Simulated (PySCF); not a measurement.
# Where the electron goes

Compound: C7H5N.
Cartesian coordinates in Å at the PBE0-D3(BJ)/def2-SVP level; atoms count from 1:
```
atom  x, y, z in Å
C1    -3.7177    0.2521    0.6511
C2    -2.3354    0.0079    0.2939
C3    -1.1712   -0.1946   -0.0028
C4     0.1400   -0.4183   -0.3325
C5     1.3035   -0.6194   -0.6267
C6     2.6984   -0.8560   -0.9748
C7     3.6333   -0.0342   -0.2025
N8     4.3780    0.6099    0.4032
H9    -4.3000    0.5813   -0.2238
H10   -4.1897   -0.6593    1.0505
H11   -3.7908    1.0364    1.4209
H12    2.9595   -1.9170   -0.8156
H13    2.8665   -0.6548   -2.0474
```

The calculation used TDDFT CAM-B3LYP/def2-SVPD, vertical, gas phase, core orbitals frozen in the response (PySCF).

Frontier orbitals with the atoms that hold most of them (Löwdin shares over 4%, at most four atoms; ? is withheld):

```tsv
orbital	ε (eV)	atoms
HOMO-3	-11.27	N8 40%, C7 32%, C4 7%, C3 6%
HOMO-2	-11.05	N8 33%, C7 25%, C3 10%, C4 8%
HOMO-1	-8.60	?
HOMO	-8.53	?
LUMO	?	C5 19%, C2 18%, C4 18%, C3 15%
LUMO+1	0.36	C5 20%, C2 20%, C4 18%, C3 17%
LUMO+2	0.94	C6 17%, C5 14%, C7 14%, C4 11%
```

(1) Which atoms hold the HOMO, and with what shares?

(2) Which atoms hold the HOMO-1, and with what shares?

(3) What is the LUMO energy, and the HOMO–LUMO gap?

Results:

(1) C2 (bonded to 2 C) 24%; C5 (bonded to 2 C) 22%; C3 (bonded to 2 C) 21%; C4 (bonded to 2 C) 18%.

(2) C2 (bonded to 2 C) 24%; C5 (bonded to 2 C) 22%; C3 (bonded to 2 C) 22%; C4 (bonded to 2 C) 17%.

(3) ε(LUMO) = 0.24 eV; the gap is 8.77 eV (0.3221 hartree).

**Question.** The HOMO–LUMO gap is 8.77 eV. Where does the response calculation put the lowest singlet, and from which orbitals?

**Answer.** S1 is at 4.65 eV (f = 0.0000), 4.12 eV below the gap, made of HOMO→LUMO (75%), HOMO-1→LUMO+1 (19%). Without the coupling terms of the response equations the lowest excitation would equal the gap.

**Question.** Give energy, strength and leading configuration of S1 and S3, and follow the Löwdin shares of the leading atoms from the occupied to the empty orbital.

**Answer.** 
- S1 (4.65 eV, f 0.0000), HOMO→LUMO (75%): C2 24% → 18%, C5 22% → 19%
- S3 (4.89 eV, f 0.0000), HOMO-1→LUMO+1 (77%): C2 24% → 20%, C5 22% → 20%
